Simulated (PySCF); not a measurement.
Compound: C4H9ClOSi.
SMILES with atom numbers: `[Cl:1][C@H:2]1[CH2:3][O:4][CH2:5][CH2:6][SiH2:7]1` (hydrogens: H8 on C2; H9, H10 on C3; H11, H12 on C5; H13, H14 on C6; H15, H16 on Si7)

Method used: core-valence-separated Tamm–Dancoff BHandHLYP/aug-pcX-1 (pcseg-1 on H, def2-SVPD on Cl, def2-SVPD on Si) in PySCF, non-relativistic, gas phase, PBE0-D3(BJ)/def2-SVP geometry.

Computed oxygen K-edge spectrum, Gaussian lines of 0.3 eV full width, highest printed point 100; it ends one width below the last computed root. Absolute energies from this functional tend to lie a few eV below measured edges; no shift was applied.

```csv
photon energy (eV),absorption
533.3,1
533.4,5
533.5,18
533.6,35
533.7,37
533.8,22
533.9,9
534.0,15
534.1,46
534.2,82
534.3,97
534.4,100
534.5,98
534.6,72
534.7,36
534.8,20
534.9,29
535.0,50
535.1,59
535.2,50
535.3,35
535.4,20
```

Task: Assign the maxima to core holes.

Result: 3 maxima:
- 533.7 eV: O4 (cyclic ether oxygen), 533.66 eV, f = 0.008, 100 % of the height at the exact maximum
- 534.4 eV: O4 (cyclic ether oxygen), 534.49 eV, f = 0.015, 73 % of the height at the exact maximum; O4 (cyclic ether oxygen), 534.24 eV, f = 0.016, 20 % of the height at the exact maximum
- 535.1 eV: O4 (cyclic ether oxygen), 535.09 eV, f = 0.010, 81 % of the height at the exact maximum

Further lines of some strength in the range: O4, 534.62 eV, f = 0.004; O4, 534.94 eV, f = 0.002; O4, 535.30 eV, f = 0.005.

Roots within 0.03 eV on the same or equivalent atoms count as one line; shares under 12 % aren't listed.

Vibrational structure and lifetime widths aren't in the curve. The ionisation threshold wasn't computed; near and above it a finite basis only mimics Rydberg series and continuum.

One conformer stands for the species.
